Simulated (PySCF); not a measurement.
## Core-level binding energies of `C#CC[P@H](=[Se])CCC`

Species: C₆H₁₁PSe.
Numbering: `[CH:1]#[C:2][CH2:3][P@H:4](=[Se:5])[CH2:6][CH2:7][CH3:8]`

Method: delta-SCF UKS SCAN, pcX-2 on the ionised atom, pcseg-1 elsewhere, spin-free X2C in PySCF 2.14.0. Each binding energy is the total energy of the core-ionised species, with the hole localised on one atom, minus that of the ground state; both are solved self-consistently, so orbital relaxation is included.

**Question.** What binding energy does each computed site have?

**Answer.** 
| atom(s) | environment | level | binding energy (eV) | 2p1/2 (eV) | above the level's lowest (eV) | count |
| --- | --- | --- | --- | --- | --- | --- |
| C1 | terminal alkyne carbon | C 1s | 290.40 | – | 0.00 | 1 |
| C2 | alkyne carbon | C 1s | 291.03 | – | +0.63 | 1 |
| C3 | sp3 carbon bound to phosphorus | C 1s | 291.68 | – | +1.28 | 1 |
| P4 | phosphorus bonded to 2 C, Se and H | P 2p3/2 | 137.76 | 138.65 | 0.00 | 1 |
| P4 | phosphorus bonded to 2 C, Se and H | P 1s | 2151.56 | – | 0.00 | 1 |
| C6 | sp3 carbon bound to phosphorus | C 1s | 290.80 | – | +0.40 | 1 |
| C7 | chain CH2 carbon | C 1s | 290.88 | – | +0.48 | 1 |
| C8 | methyl carbon | C 1s | 290.79 | – | +0.39 | 1 |

Lowest listed C 1s: C1, bonded to C (triple bond) and H. Highest, 1.28 eV above it: C3, bonded to C, 2 H and P. The values 290.79 and 290.80 eV lie too close for their order to be trusted.

**Question.** Give the binding energy of C 1s of C6 in hartree and in kJ/mol.

**Answer.** 290.80 eV = 10.6867 Eh = 28058 kJ/mol.

**Question.** Which effective nuclear charge Zeff reproduces each element's mean 1s value in the hydrogen-like formula E = 13.606 eV × Zeff²?

**Answer.** C (Z = 6): mean 290.9 eV, Zeff = 4.62, Z − Zeff = 1.38; P (Z = 15): mean 2151.6 eV, Zeff = 12.58, Z − Zeff = 2.42. Means run over the listed sites, weighted by atom count.

Spin contamination (⟨S²⟩ against 0.75 for a pure doublet) is marked for C 1s of C2 (0.86), which makes this value less certain. For 2p shells one spin-free hole was relaxed; a mean-field spin–orbit operator and the ground-state splitting of the three 2p orbitals were then diagonalised within the shell. The shell's mean is (2 × 2p3/2 + 2p1/2)/3, and the degeneracies 2j + 1 give areas of 2:1. 2p1/2 minus 2p3/2 (ligand field included): P 0.89 eV. No level of selenium is listed. One conformer (not necessarily the lowest) at the PBE0-D3(BJ)/def2-SVP geometry, without solvent, vibrations or thermal averaging.

Hardware: an Arm Neoverse V2 with one thread, shared host. Cost: 2.5 min, 0.78 GiB resident at most.

The values belong to the conformer `[CH:1]#[C:2][CH2:3][P@H:4](=[Se:5])[CH2:6][CH2:7][CH3:8]`: C2–C3–P4–Se5 180°, C3–P4–C6–C7 67°, P4–C6–C7–C8 174°.
